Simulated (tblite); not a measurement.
C2H11GeNSi.
Geometry (GFN2-xTB, Å), atoms numbered from 1 in this order:
```xyz
16
C2H11GeNSi angstrom
C      2.240    0.106    0.717
Ge     0.965    1.053   -0.445
C     -0.326   -0.158   -1.312
Si    -1.428   -1.115   -0.083
N     -2.290   -0.132    1.040
H      2.962    0.793    1.149
H      2.786   -0.644    0.150
H      1.722   -0.398    1.529
H      0.240    2.101    0.371
H      1.724    1.840   -1.492
H     -0.949    0.425   -1.989
H      0.229   -0.861   -1.933
H     -2.454   -1.839   -0.836
H     -0.595   -1.997    0.739
H     -3.080    0.397    0.706
H     -1.755    0.438    1.678
```

Method: GFN2-xTB as coded in tblite; computed harmonic values from a numerical Hessian at the method's own geometry, unscaled. The method is semi-empirical: single wavenumbers can be off by several per cent or more. Modes of hydrogen on germanium and silicon can be 10 to 20 % off. One conformer, not necessarily the lowest.

Harmonic wavenumbers (cm⁻¹): 32.0, 70.9, 103.0, 130.2, 142.4, 175.2, 220.3, 391.3, 452.2, 536.0, 540.5, 574.1, 593.7, 615.9, 639.7, 698.6, 743.1, 745.1, 763.3, 809.0, 819.4, 826.7, 862.8, 905.0, 1002.7, 1103.7, 1332.9, 1442.5, 1466.3, 1467.7, 1524.4, 1882.2, 1942.8, 2229.1, 2235.3, 2964.2, 2974.9, 3014.0, 3016.0, 3019.0, 3462.7, 3497.0.

A = 4171, B = 1191, C = 1152 MHz; mass 150.987 u (most abundant isotopes); point group C1, symmetry number 1.

Problem. Zero-point energy?

Solution. ½Σν̃ = 25984 cm⁻¹ = 310.84 kJ/mol.

Problem. Entropy at 298.15 K, 1 bar (ideal gas, RRHO, classical rotation)?

Solution. Translation 171.43, rotation 118.91, vibration 126.11: S = 416.5 J/(mol K).

Problem. And Cp and H(298.15 K) − H(0)?

Solution. Cp = 157.84 J/(mol K), of which vibrations give 124.58 (their classical limit is 42 R = 349.2); H(298.15 K) − H(0) = 29.05 kJ/mol without the zero-point energy, 19.13 from vibrations.

Problem. How do the functions run with temperature in this model?

Solution. 
```
T (K)  S (J/(mol K))  Cp (J/(mol K))  H − H(0) (kJ/mol)  G − H(0) (kJ/mol)  ln q(vib)
  100          295.5            79.5               5.69             -23.85       2.14
  200          361.8           117.9              15.48             -56.88       4.88
  300          417.4           158.5              29.34             -95.89       7.50
  500          513.5           217.8              67.45            -189.28      12.54
  800          628.5           271.1             141.48            -361.30      19.45
 1000          691.6           294.8             198.18            -493.45      23.59
```

q(vib) and H(0) count from the zero-point level.

Problem. What must be added to the electronic energy to get the Gibbs energy at 298.15 K and 1 bar?

Solution. ZPE + [H(298.15 K) − H(0)] − T·S = 310.84 + 29.05 − 124.16 = 215.73 kJ/mol.

Problem. Blend soft modes into free rotors: weight 1/[1 + (100 cm⁻¹/ν̃)⁴] for the oscillator and the rest for a rotor with moment μB/(μ + B), μ = h/(8π²ν), B = 10⁻⁴⁴ kg m². What vibrational entropy results?

Solution. 114.20 J/(mol K) in place of 126.11, which changes −T·S at 298.15 K by +3.55 kJ/mol.

Problem. Which modes carry the vibrational entropy at 298.15 K?

Solution. 32.0 cm⁻¹: 23.85; 70.9 cm⁻¹: 17.27; 103.0 cm⁻¹: 14.21; 130.2 cm⁻¹: 12.31; 142.4 cm⁻¹: 11.60; 175.2 cm⁻¹: 9.95 J/(mol K); the other 36 give 36.91 together.

Hindered rotation and anharmonicity are outside this model. Other conformers, if any are populated, would add a mixing term that is left out. The structure is chiral; the term R ln 2 for an equal mix with its mirror image is left out.
